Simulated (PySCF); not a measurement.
# Energy of Au²⁺ (gold, charge +2) between two integer charges

The 5d beta orbital of [Xe] 4f14 5d9 is emptied in steps (occupation f), with all orbitals relaxed, ending at [Xe] 4f14 5d8. Calculation: PySCF 2.14, in aug-cc-pVTZ-PP with ECP60MDF; a scalar-relativistic core potential. The exact energy is a straight line in f; departures are measured from the line between the end points of the same method.

Problem. Among BHandHLYP, wB97X, r2SCAN0, which shows the largest delocalisation error (convex curve), and which is closest to linear?

Solution. Most convex: r2SCAN0 (-0.988 eV at f = 0.5); closest to linear: wB97X (-0.438 eV).

```json
{"f": "1", "BHandHLYP (eV)": "0.000", "wB97X (eV)": "0.000", "r2SCAN0 (eV)": "0.000"}
{"f": "0.75", "BHandHLYP (eV)": "-0.456", "wB97X (eV)": "-0.326", "r2SCAN0 (eV)": "-0.741"}
{"f": "0.5", "BHandHLYP (eV)": "-0.615", "wB97X (eV)": "-0.438", "r2SCAN0 (eV)": "-0.988"}
{"f": "0.25", "BHandHLYP (eV)": "-0.466", "wB97X (eV)": "-0.332", "r2SCAN0 (eV)": "-0.740"}
{"f": "0", "BHandHLYP (eV)": "0.000", "wB97X (eV)": "0.000", "r2SCAN0 (eV)": "0.000"}
```

```
   method  E(f=0) − E(f=1) (eV)  −ε at f=1 (eV)  −ε at f=0.5 (eV)
BHandHLYP                32.417          30.011            32.391
    wB97X                32.610          30.890            32.594
  r2SCAN0                32.430          28.480            32.432
```

Reference removal energy between the ground levels: 30 ± 1.6 eV (theoretical estimate listed by NIST; NIST Atomic Spectra Database, ionization energies). The calculation has no spin-orbit coupling. The determinant left behind need not be the lowest term of the ion.
